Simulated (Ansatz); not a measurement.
Cost and result up the ladder for the cluster Cd₂SCl₂ (5 atoms). The state is a singlet with charge 0. Geometry: r2SCAN-D4/def2-SVP.

Cartesian coordinates in Å:
```
Cd 0.7109 -0.7250 1.4325
Cd -0.2442 0.4989 -1.6656
S 1.5176 -0.7245 -0.7541
Cl -0.0353 -0.7488 3.5955
Cl -1.9490 1.6995 -2.6083
```

Ansatz on 4 threads of Arm Neoverse V1 on a shared host. Times are rough, and most runs start from the orbitals of an earlier one. CAM-B3LYP-D4/def2-TZVP serves as the yardstick here, not as an exact answer. Differences are given only for rows in sets of like size (and for xTB, whose basis is part of the method), since another set adds its own error. Binding counts from free atoms at the same level (Cd singlet, S triplet, Cl doublet; other spins of the atoms weren't run), without zero-point energy or a counterpoise term.

In the def2 sets Cd takes a core potential; there is no spin–orbit coupling. B3LYP takes the VWN-RPA correlation. Correlated methods freeze 15 core orbitals; core or outer-core shells of Cd are correlated, in sets that lack core-valence functions. The rows differ in basis, and correlated rows in double-zeta sets carry the largest basis error. The structure comes from a short search, and lower isomers may exist.

Correlated methods converge slowly with the basis, most of all in double-zeta sets.

```csv
level,functions,wall time
PBE-D4/def2-TZVP,191,2.7 s
PBE0-D4/def2-SVP,116,2.8 s
MP2/def2-TZVP,191,3.5 s
PBE-D4/def2-TZVPD,218,3.6 s
B3LYP-D4/def2-TZVP,191,5.5 s
CAM-B3LYP-D4/def2-TZVP,191,6 s
r2SCAN-D4/def2-TZVP,191,6.5 s
RPA@PBE/def2-TZVP,191,6.5 s
PBE0-D4/def2-TZVP (with forces),191,7 s
PBE0-D4/def2-TZVPD,218,7.5 s
r2SCAN-D4/def2-TZVPD,218,8.5 s
r2SCAN0-D4/def2-TZVP,191,9.5 s
B97M-V/def2-TZVP,191,10 s
CCSD(T)/def2-SVP,116,26 s
```

(1) Estimate what each level gives for the binding energy per atom (eV).

Results:

(1) 
| level | binding energy per atom (eV) | difference from CAM-B3LYP-D4/def2-TZVP (eV) |
| --- | --- | --- |
| PBE-D4/def2-TZVP | 2.01 | 0.10 |
| PBE0-D4/def2-SVP | 2.02 | – |
| MP2/def2-TZVP | 2.03 | 0.12 |
| PBE-D4/def2-TZVPD | 2.01 | 0.10 |
| B3LYP-D4/def2-TZVP | 1.85 | -0.06 |
| CAM-B3LYP-D4/def2-TZVP | 1.91 | 0.00 |
| r2SCAN-D4/def2-TZVP | 2.05 | 0.14 |
| RPA@PBE/def2-TZVP | 1.69 | -0.22 |
| PBE0-D4/def2-TZVP (with forces) | 2.01 | 0.10 |
| PBE0-D4/def2-TZVPD | 2.01 | 0.10 |
| r2SCAN-D4/def2-TZVPD | 2.06 | 0.15 |
| r2SCAN0-D4/def2-TZVP | 2.01 | 0.10 |
| B97M-V/def2-TZVP | 2.00 | 0.09 |
| CCSD(T)/def2-SVP | 1.79 | – |
